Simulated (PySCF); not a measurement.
# Vertical excitation energies

C7H9NO.
Cartesian coordinates in Å at the GFN2-xTB level; atoms count from 1:
```
atom  x, y, z in Å
C1     3.5282   -0.3878   -0.8909
C2     2.1588   -0.2924   -0.4367
C3     1.0267   -0.2161   -0.0509
C4    -0.3526   -0.1269    0.3836
C5    -0.9464    1.2859    0.1941
N6    -2.3351    1.0167   -0.0791
C7    -2.6105   -0.2471   -0.4685
O8    -3.6972   -0.6626   -0.7915
C9    -1.3012   -1.0215   -0.4286
H10    3.5605   -0.8286   -1.8868
H11    3.9779    0.6039   -0.9289
H12    4.1052   -1.0111   -0.2086
H13   -0.4123   -0.4022    1.4423
H14   -0.4657    1.7984   -0.6503
H15   -0.8310    1.9056    1.0867
H16   -3.0281    1.7463   -0.1081
H17   -1.4378   -2.0115    0.0012
H18   -0.9483   -1.1426   -1.4554
```

Level of theory: TDDFT PBE0/def2-SVPD, vertical, gas phase, core orbitals frozen in the response in PySCF 2.14.0, density-fitted response routines.

| state | E (eV) | λ (nm) | ν̃ (cm⁻¹) | f | \|μ\| (D) | main configurations (H = HOMO, L = LUMO) |
| --- | --- | --- | --- | --- | --- | --- |
| S1 | 5.72 | 216.6 | 46160 | 0.0002 | 0.10 | H→L+1 (79%), H-3→L+1 (13%) |
| S2 | 6.47 | 191.6 | 52190 | 0.0071 | 0.54 | H→L (72%) |
| S3 | 6.66 | 186.1 | 53730 | 0.0057 | 0.47 | H-2→L+3 (19%), H→L (13%), H→L+3 (11%) |
| S4 | 6.74 | 184.0 | 54360 | 0.0025 | 0.31 | H-1→L (66%), H-1→L+2 (8%) |
| S5 | 6.78 | 182.9 | 54680 | 0.0029 | 0.34 | H-2→L (50%), H→L+3 (12%) |
| S6 | 6.86 | 180.7 | 55350 | 0.0063 | 0.49 | H→L+2 (34%), H-2→L+3 (19%), H-3→L+2 (9%) |

Triplets (Tamm–Dancoff): T1 5.24 eV, H→L+1 (76%), H-3→L+1 (12%); T2 5.45 eV, H-3→L+3 (13%), H→L+3 (12%), H-2→L+4 (11%).

The lowest singlet lies at 5.72 eV (217 nm, ultraviolet) and is dark (f under 0.0005); its leading configuration is HOMO→LUMO+1 (79%). The largest oscillator strength of a single state is 0.0071. Löwdin shares by element: HOMO oxygen 47%, carbon 30% or more (atoms not listed hold the other 22%); LUMO carbon 44% or more (atoms not listed hold the other 55%). The oscillator strengths of these states sum to 0.025; summed over the whole spectrum of an exact calculation they would give the number of electrons, 66 (Thomas–Reiche–Kuhn). Weighted by f, the mean energy of these states is 6.67 eV. Orbital energies (eV): HOMO-3 -7.79, HOMO-2 -7.60, HOMO-1 -7.49, HOMO -7.12, LUMO 0.41, LUMO+1 0.65, LUMO+2 0.79. No computed singlet lies in the visible range (380 to 750 nm); the lowest, at 217 nm, stands 2.46 eV above its violet end (3.26 eV). Only the lowest 6 singlets were computed, as vertical energies without vibronic structure.

The run took 92 s of wall time on an Arm Neoverse N1 with one thread, shared host with 64 logical CPUs at a one-minute load of 57, and the process peaked at 1.0 GiB of memory.

One conformer stands for the species.
